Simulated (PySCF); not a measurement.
Computed IR spectrum (relative IR intensity) of a molecule C₄H₁₀OSi. Geometry: PBE-D3(BJ)/def2-SVP. The values are those of a single conformer. All values below come from PySCF with PBE-D3(BJ)/def2-SVP. Frequencies are harmonic and unscaled.

Lines under 2 % of the strongest are left out, and lines within 2 cm⁻¹ are merged.

| ν (cm⁻¹) | relative intensity |
|---|---|
| 285 | 51 |
| 356 | 47 |
| 365 | 2.6 |
| 518 | 13 |
| 550 | 4.3 |
| 702 | 31 |
| 739 | 23 |
| 776 | 65 |
| 833 | 12 |
| 876 | 19 |
| 914 | 74 |
| 936 | 6.6 |
| 951 | 5.2 |
| 1004 | 4.3 |
| 1037 | 89 |
| 1079 | 7.9 |
| 1100 | 32 |
| 1130 | 2.2 |
| 1200 | 4.4 |
| 1231 | 2.4 |
| 1275 | 2.9 |
| 1363 | 64 |
| 1372 | 4.2 |
| 2141 | 100 |
| 2154 | 97 |
| 2879 | 47 |
| 2947 | 29 |
| 2979 | 4.6 |
| 2999 | 11 |
| 3009 | 27 |
| 3012 | 17 |
| 3079 | 7.0 |
| 3699 | 11 |

Task: Identify the compound among the candidates.
A. C[SiH2]CCC=O
B. CO[SiH2]C1CC1
C. OC[C@H]1CC[SiH2]1
D. C[C@H]1CO[SiH2]C1

Result: C, OC[C@H]1CC[SiH2]1
